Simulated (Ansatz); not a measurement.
Harmonic frequencies (cm⁻¹) at PBE0-D4/def2-TZVP from Ansatz: 115, 123, 136, 164, 201, 228, 376, 408, 525, 530, 573, 596, 627, 701, 1018, 1202, 1414, 1422, 1547, 3026, 3107, 3131, 3568, 3668.

Each molecule was computed in one conformer, which needn't be the lowest.

Which molecule is it?
A. `[CH3][Ta]([NH2])(=[O])[Cl]`
B. `C[N]=[Ta]([F])([F])[F]`
C. `[NH2][Ta](=[O])([OH])[OH]`
D. `[CH3][Ta](=[NH])([Cl])[Cl]`

A.
